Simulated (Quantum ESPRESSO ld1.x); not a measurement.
Results of a calculation; reference values are marked as such.
Species: the neon ion Ne+. Configuration: [He] 2s2 2p5. Level of theory: scalar-relativistic Kohn-Sham, BLYP, spin-unpolarised, spherical densities, point nucleus (ld1.x of Quantum ESPRESSO 7.5).

X-ray form factor f0, the Fourier transform of the density (f0(0) = 9):

sin(theta)/lambda (1/angstrom),f0 (electrons)
0.05,8.874
0.1,8.513
0.15,7.966
0.2,7.299
0.25,6.577
0.3,5.856
0.4,4.555
0.5,3.544
0.6,2.820
0.8,1.995
1,1.620
1.25,1.383
1.5,1.218
2,0.929
